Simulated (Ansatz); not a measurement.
Gas-phase electronic energies from Ansatz, PBE0-D4/def2-TZVP geometries. CBS: MP2 limit from def2 TZ/QZ plus the TZ coupled-cluster correction, frozen cores. This one scheme is used for every species. Functionals use def2-TZVPP. B3LYP here is the variant with VWN-RPA as its local correlation; programs differ in this. For Ge outer-core shells are correlated without core-valence functions, which leaves a few kJ/mol of doubt a bond. Scalar relativity is left out up to krypton. Each species was taken in one conformer, which may not be the lowest.

Consider the cleavage of the Ge–Si bond: `[NH2][GeH2][SiH2]Cl` + `N[SiH2]S` → `N[SiH2][S][GeH2][NH2]` + `[SiH3]Cl`.

(1) Is it downhill or uphill in electronic energy at CCSD(T)/CBS, and by how much? (Best estimate.)

(2) What do these levels give: PBE-D4, PBE0-D4, B2PLYP, PBE, r2SCAN, PBE0, B3LYP, HF/def2-TZVPP, MP2/def2-TZVPP, CCSD/def2-TZVPP, CCSD(T)/def2-TZVPP, HF/def2-QZVPP? (An estimate is asked.)

Largest T1 diagnostic among the species: 0.011.

Answers

(1) Computed: Downhill: ΔE = -62.1 kJ/mol.

(2) Ansatz gave: PBE-D4 -55.1, PBE0-D4 -58.4, B2PLYP -60.7, PBE -49.3, r2SCAN -60.6, PBE0 -53.3, B3LYP -51.9, HF/def2-TZVPP -63.9, MP2/def2-TZVPP -73.4, CCSD/def2-TZVPP -62.5, CCSD(T)/def2-TZVPP -65.1, HF/def2-QZVPP -62.7 kJ/mol.

From PBE to PBE0 (25 % exact exchange), in def2-TZVPP and without D4, ΔE moves by −4.0 kJ/mol. The D4 term adds −9.2 kJ/mol with B3LYP and −5.1 kJ/mol with PBE0; it sums over pairs of atoms, weighted by their polarisabilities, and B3LYP, whose exchange is more repulsive, gets the larger term.
